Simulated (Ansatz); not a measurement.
Consider the ligand exchange at a Ga–S bond: `C[O][Ga]([SH])[Cl]` + H–F → `C[O][Ga]([F])[Cl]` + H₂S.

Gas-phase electronic energies from Ansatz, PBE0-D4/def2-TZVP geometries. CCSD(T)/CBS is the MP2 limit (def2-TZVPP, def2-QZVPP) plus CCSD(T) − MP2 in def2-TZVPP, frozen cores. This one scheme is used for every species. DFT in def2-TZVPP. For Ga outer-core shells are correlated without core-valence functions, which leaves a few kJ/mol of doubt a bond. Scalar relativity is left out up to krypton. One conformer a species, not always the lowest.

`C[O][Ga]([SH])[Cl]`:

Z-matrix (Å, degrees):
```
C
O 1 1.410
H 1 1.096 2 113.1
H 1 1.094 2 109.3 3 120.7
H 1 1.094 2 109.5 3 -120.8
Ga 2 1.766 1 124.1 3 1.7
Cl 6 2.134 2 118.9 1 -0.2
S 6 2.174 2 119.7 1 179.8
H 8 1.345 6 91.6 2 -0.0
```

H–F:

```xyz
2

F    -0.105    0.168    0.415
H     0.105   -0.168   -0.415
```

`C[O][Ga]([F])[Cl]`:

```xyz
8

C     0.819   -1.011    0.081
O     0.618    0.355    0.393
Ga   -0.852    1.212   -0.036
F    -2.105    0.339   -0.878
Cl   -1.150    3.242    0.426
H     1.708   -1.107   -0.549
H    -0.028   -1.462   -0.445
H     0.989   -1.568    1.007
```

H₂S:

```xyz
3

S     0.409   -0.177    0.431
H     0.415   -0.174   -0.911
H    -0.823    0.351    0.480
```

| level | ΔE (kJ/mol) |
| --- | --- |
| r2SCANh | 14.9 |
| LC-ωPBE | 9.0 |
| HF/def2-TZVPP | -1.0 |
| HF/CBS(def2) | -4.6 |

What does CCSD(T)/CBS give? (Estimate.)

Ansatz gave: +22.7 kJ/mol. The listed levels differ from it by -7.8, -13.7, -23.7, -27.3 kJ/mol.

What do rigid-rotor, harmonic-oscillator terms from PBE0-D4/def2-TZVP frequencies (298.15 K, 1 bar) make of the CCSD(T)/CBS value? (An estimate is asked.)

Computed: ΔZPE = -4.5 kJ/mol, ΔH = +17.2 kJ/mol, ΔS = 12 J/(mol·K), ΔG = +13.6 kJ/mol.

Largest T1 diagnostic among the species: 0.014.

Leaving LDA and LC-ωPBE aside and taking each functional with its dispersion term where it has one, the values, not all of them listed here, spread over 16.2 kJ/mol, from CAM-B3LYP-D4 to HSE06-D4. LDA lies +8.4 kJ/mol from PBE without D4. In def2-TZVPP, CCSD(T) changes the Hartree–Fock value by +15.8 kJ/mol (the triples alone add +2.9 kJ/mol) and MP2 by +20.9 kJ/mol.

CCSD(T)/CBS has its own doubt, a few kJ/mol and more with outer-core shells, so smaller differences from it don't rank the levels.
